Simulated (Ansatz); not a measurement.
Relaxation of the cluster Cu₅H₆ with UKS r2SCAN-D4/def2-SVP.

```sh
$ ansatz run in.yaml --threads 4 --pin off --events-out ev --progress --plain --max-ram 4787MiB
```

```yaml
crystal:
  periodic: [false, false, false]
  atoms:
    - {symbol: Cu, position_ang: [-1.978680, -0.848100, 0.441350]}
    - {symbol: Cu, position_ang: [0.109880, -2.006260, -0.014500]}
    - {symbol: Cu, position_ang: [2.056090, -0.623920, -0.451350]}
    - {symbol: Cu, position_ang: [1.044010, 1.526920, -0.245720]}
    - {symbol: Cu, position_ang: [-1.204890, 1.401840, 0.267500]}
    - {symbol: H, position_ang: [2.471750, 0.881540, -0.577530]}
    - {symbol: H, position_ang: [-1.403650, -2.285770, 0.297320]}
    - {symbol: H, position_ang: [-2.553190, 0.601450, 0.590990]}
    - {symbol: H, position_ang: [1.644380, -2.122000, -0.337310]}
    - {symbol: H, position_ang: [0.168810, 1.733600, 1.148080]}
    - {symbol: H, position_ang: [-0.354510, 1.740690, -1.118820]}
basis:
  gaussian: {orbitals: def2-SVP}
magnetization: {spin_polarized: true, initial_magnetization: 1}
hamiltonian: {xc: r2scan, dispersion: d4}
scf: {lower_state_search: "off"}
output: {orbitals: {seedname: orbitals}}
relax: {f_tol: 0.02, max_steps: 100}
```

It took 2.7 min on 4 threads of AMD EPYC 7B13 on a shared host.

Positions (Å) and forces (eV/Å) at steps 1, 2, 3, 4, 5, 6, 7, 8, 9, 10, 11, 12, 13, 16, 17 of 17:

```xyz
11
step=1 energy=-223270.9487 eV
Cu   -1.979   -0.848    0.441    0.385    0.122   -0.078
Cu    0.110   -2.006   -0.015   -0.019    0.431   -0.001
Cu    2.056   -0.624   -0.451   -0.383    0.067    0.077
Cu    1.044    1.527   -0.246   -0.237   -0.297    0.046
Cu   -1.205    1.402    0.268    0.284   -0.262   -0.064
H     2.472    0.882   -0.578    0.491    0.219   -0.113
H    -1.404   -2.286    0.297   -0.216   -0.388    0.039
H    -2.553    0.601    0.591   -0.518    0.166    0.122
H     1.644   -2.122   -0.337    0.244   -0.335   -0.039
H     0.169    1.734    1.148   -0.066    0.136   -0.182
H    -0.355    1.741   -1.119    0.035    0.141    0.193
11
step=2 energy=-223271.0391 eV
Cu   -1.970   -0.854    0.441    0.216    0.067   -0.042
Cu    0.108   -1.987   -0.015   -0.015    0.289    0.000
Cu    2.050   -0.630   -0.451   -0.213    0.036    0.042
Cu    1.048    1.497   -0.248   -0.138   -0.174    0.024
Cu   -1.205    1.371    0.267    0.166   -0.153   -0.037
H     2.512    0.881   -0.586    0.219    0.111   -0.049
H    -1.413   -2.313    0.299   -0.118   -0.199    0.021
H    -2.593    0.597    0.600   -0.233    0.087    0.054
H     1.655   -2.146   -0.338    0.131   -0.169   -0.020
H     0.158    1.788    1.117   -0.027    0.052   -0.062
H    -0.350    1.797   -1.086    0.013    0.055    0.070
11
step=3 energy=-223271.0855 eV
Cu   -2.027   -0.856    0.473    0.014   -0.039    0.006
Cu    0.101   -1.794    0.003    0.001    0.025    0.006
Cu    2.115   -0.624   -0.442   -0.005   -0.039    0.011
Cu    1.037    1.427   -0.311   -0.062   -0.026   -0.004
Cu   -1.209    1.301    0.226    0.061   -0.018   -0.028
H     2.572    0.901   -0.593    0.056    0.049   -0.005
H    -1.408   -2.294    0.305   -0.031   -0.019    0.006
H    -2.650    0.610    0.621   -0.061    0.042    0.022
H     1.654   -2.124   -0.306    0.030   -0.011   -0.002
H     0.172    1.589    1.095   -0.002   -0.017   -0.022
H    -0.358    1.862   -1.071    0.000    0.054    0.012
11
step=4 energy=-223271.1063 eV
Cu   -2.060   -0.857    0.498   -0.003   -0.038    0.014
Cu    0.100   -1.702    0.030    0.003   -0.026    0.014
Cu    2.154   -0.618   -0.428    0.012   -0.033    0.015
Cu    1.028    1.402   -0.367   -0.049    0.014   -0.012
Cu   -1.216    1.272    0.183    0.037    0.018   -0.036
H     2.594    0.914   -0.604   -0.007    0.017    0.004
H    -1.403   -2.279    0.320    0.015    0.035    0.002
H    -2.674    0.619    0.625    0.002    0.017    0.005
H     1.656   -2.106   -0.274   -0.017    0.035    0.009
H     0.183    1.392    1.068   -0.002   -0.075   -0.052
H    -0.362    1.964   -1.051    0.009    0.035    0.038
11
step=5 energy=-223271.1312 eV
Cu   -2.091   -0.858    0.521   -0.010   -0.033    0.023
Cu    0.101   -1.615    0.060    0.006   -0.029    0.028
Cu    2.190   -0.612   -0.415    0.016   -0.021    0.023
Cu    1.017    1.374   -0.422   -0.044    0.091    0.022
Cu   -1.222    1.242    0.140    0.036    0.090   -0.014
H     2.612    0.928   -0.612   -0.059   -0.019   -0.004
H    -1.394   -2.259    0.335    0.041    0.059    0.000
H    -2.694    0.629    0.629    0.046   -0.012   -0.020
H     1.655   -2.084   -0.242   -0.041    0.051    0.012
H     0.192    1.196    1.030   -0.024   -0.129   -0.166
H    -0.364    2.060   -1.023    0.034   -0.048    0.096
11
step=6 energy=-223271.1722 eV
Cu   -2.103   -0.851    0.536   -0.003   -0.018    0.021
Cu    0.104   -1.565    0.092    0.006    0.023    0.043
Cu    2.204   -0.599   -0.402    0.006   -0.008    0.022
Cu    1.016    1.378   -0.448   -0.051    0.054    0.027
Cu   -1.230    1.240    0.116    0.046    0.058   -0.019
H     2.615    0.939   -0.630   -0.046    0.002   -0.006
H    -1.384   -2.240    0.352    0.034    0.035    0.008
H    -2.705    0.639    0.619    0.035    0.004   -0.017
H     1.651   -2.062   -0.216   -0.030    0.029    0.017
H     0.192    1.009    0.972   -0.029   -0.156   -0.194
H    -0.359    2.113   -0.991    0.030   -0.023    0.099
11
step=7 energy=-223271.2316 eV
Cu   -2.115   -0.844    0.551    0.000   -0.001    0.022
Cu    0.108   -1.514    0.127    0.006    0.119    0.062
Cu    2.218   -0.588   -0.389    0.003    0.006    0.023
Cu    1.013    1.378   -0.471   -0.029    0.040    0.016
Cu   -1.236    1.237    0.094    0.023    0.042   -0.024
H     2.616    0.950   -0.638   -0.025    0.011   -0.014
H    -1.373   -2.221    0.368    0.022    0.005    0.017
H    -2.710    0.648    0.615    0.014    0.012   -0.016
H     1.646   -2.043   -0.194   -0.012    0.001    0.020
H     0.185    0.834    0.893   -0.025   -0.230   -0.193
H    -0.352    2.162   -0.954    0.023   -0.004    0.089
11
step=8 energy=-223271.3184 eV
Cu   -2.127   -0.838    0.567   -0.012    0.003    0.022
Cu    0.112   -1.449    0.163    0.005    0.249    0.082
Cu    2.233   -0.579   -0.378    0.014    0.010    0.018
Cu    1.011    1.376   -0.490    0.000    0.044   -0.011
Cu   -1.241    1.232    0.075   -0.016    0.042   -0.037
H     2.619    0.961   -0.644   -0.008    0.015   -0.019
H    -1.359   -2.203    0.385    0.011   -0.018    0.027
H    -2.716    0.658    0.612    0.000    0.014   -0.014
H     1.639   -2.024   -0.173    0.003   -0.020    0.024
H     0.174    0.663    0.799   -0.015   -0.349   -0.180
H    -0.344    2.202   -0.916    0.019    0.009    0.086
11
step=9 energy=-223271.4372 eV
Cu   -2.139   -0.834    0.579   -0.032   -0.013    0.016
Cu    0.115   -1.364    0.202   -0.004    0.311    0.070
Cu    2.246   -0.571   -0.370    0.037   -0.005    0.001
Cu    1.013    1.382   -0.495    0.003    0.018   -0.044
Cu   -1.246    1.232    0.064   -0.028    0.021   -0.055
H     2.621    0.969   -0.653    0.010    0.021   -0.004
H    -1.342   -2.187    0.398   -0.001   -0.005    0.045
H    -2.722    0.665    0.607   -0.009    0.016    0.000
H     1.628   -2.010   -0.158    0.017   -0.001    0.034
H     0.162    0.491    0.708   -0.012   -0.393   -0.164
H    -0.336    2.226   -0.881    0.019    0.030    0.102
11
step=10 energy=-223271.5095 eV
Cu   -2.158   -0.836    0.596    0.027    0.016    0.018
Cu    0.110   -1.317    0.195   -0.006    0.069    0.014
Cu    2.270   -0.567   -0.359   -0.021    0.017    0.022
Cu    1.005    1.364   -0.548    0.013    0.123    0.026
Cu   -1.257    1.214    0.017   -0.022    0.115    0.002
H     2.627    0.979   -0.648    0.000   -0.021   -0.051
H    -1.330   -2.174    0.452   -0.023   -0.063    0.013
H    -2.726    0.672    0.610   -0.018   -0.019   -0.042
H     1.634   -1.991   -0.107    0.033   -0.059   -0.002
H     0.143    0.350    0.577    0.008   -0.100   -0.023
H    -0.318    2.307   -0.785    0.010   -0.080    0.024
11
step=11 energy=-223271.5200 eV
Cu   -2.115   -0.811    0.586    0.048   -0.009    0.012
Cu    0.126   -1.422    0.226   -0.013    0.046   -0.031
Cu    2.228   -0.552   -0.369   -0.042   -0.010    0.034
Cu    1.011    1.425   -0.525   -0.025   -0.059    0.044
Cu   -1.270    1.279    0.011    0.040   -0.065    0.022
H     2.602    0.978   -0.706   -0.015    0.006   -0.014
H    -1.345   -2.197    0.538    0.024   -0.006    0.001
H    -2.735    0.672    0.521    0.011    0.012   -0.019
H     1.681   -2.013   -0.081   -0.019   -0.012    0.003
H     0.114    0.260    0.492   -0.007    0.058   -0.044
H    -0.297    2.381   -0.692   -0.001    0.041   -0.009
11
step=12 energy=-223271.5242 eV
Cu   -2.146   -0.833    0.584    0.041   -0.007    0.002
Cu    0.098   -1.417    0.233   -0.003    0.015   -0.022
Cu    2.194   -0.537   -0.356   -0.027   -0.002    0.027
Cu    1.029    1.470   -0.543    0.001   -0.023    0.020
Cu   -1.234    1.233    0.024    0.030   -0.057    0.011
H     2.604    0.981   -0.718   -0.020    0.011   -0.011
H    -1.362   -2.214    0.549    0.006    0.002    0.003
H    -2.727    0.662    0.502   -0.002    0.006   -0.007
H     1.658   -2.004   -0.071   -0.035    0.000    0.006
H     0.191    0.269    0.469    0.007    0.031   -0.023
H    -0.303    2.389   -0.672    0.003    0.024   -0.005
11
step=13 energy=-223271.5254 eV
Cu   -2.149   -0.839    0.591   -0.012   -0.004   -0.010
Cu    0.088   -1.402    0.214   -0.004   -0.017    0.024
Cu    2.191   -0.535   -0.344   -0.008   -0.004   -0.008
Cu    1.035    1.475   -0.532   -0.006    0.012   -0.034
Cu   -1.224    1.218    0.029    0.004   -0.018   -0.007
H     2.601    0.979   -0.733    0.011    0.008    0.013
H    -1.359   -2.215    0.550   -0.004   -0.004    0.000
H    -2.726    0.656    0.493   -0.005    0.005    0.006
H     1.642   -1.999   -0.065    0.006   -0.004   -0.003
H     0.205    0.277    0.469    0.013    0.014    0.004
H    -0.303    2.386   -0.672    0.005    0.012    0.016
11
step=16 energy=-223271.5425 eV
Cu   -2.186   -0.862    0.597    0.009    0.005   -0.003
Cu    0.026   -1.515    0.268   -0.014   -0.030    0.006
Cu    2.038   -0.466   -0.313   -0.025    0.022   -0.003
Cu    1.083    1.658   -0.579    0.016   -0.012    0.003
Cu   -1.121    1.122    0.011    0.011   -0.016   -0.005
H     2.586    1.021   -0.703    0.047    0.016   -0.033
H    -1.432   -2.266    0.643    0.003   -0.008   -0.001
H    -2.676    0.650    0.440    0.015    0.000   -0.007
H     1.602   -1.986   -0.054    0.003    0.004   -0.011
H     0.394    0.196    0.292   -0.069    0.024    0.057
H    -0.314    2.448   -0.600    0.005   -0.004   -0.002
11
step=17 energy=-223271.5464 eV
Cu   -2.188   -0.867    0.591   -0.001   -0.001   -0.002
Cu    0.024   -1.524    0.283    0.005   -0.002    0.003
Cu    2.018   -0.455   -0.325    0.001   -0.002    0.001
Cu    1.095    1.673   -0.572    0.001    0.005   -0.001
Cu   -1.103    1.107    0.008    0.004    0.004    0.000
H     2.591    1.023   -0.729   -0.002    0.000   -0.003
H    -1.434   -2.272    0.663   -0.003    0.000    0.002
H    -2.670    0.643    0.403    0.000   -0.003   -0.003
H     1.593   -1.980   -0.074   -0.003    0.001   -0.003
H     0.380    0.202    0.341   -0.003    0.001    0.004
H    -0.307    2.450   -0.588    0.000   -0.003    0.001
```

The relaxation made no stability test and no search for a lower SCF solution. No other spin state of charge 0 was run. Another isomer (doublet) lies 0.15 eV lower at PBE0-D4/def2-TZVP; other spin states weren't run for this one.
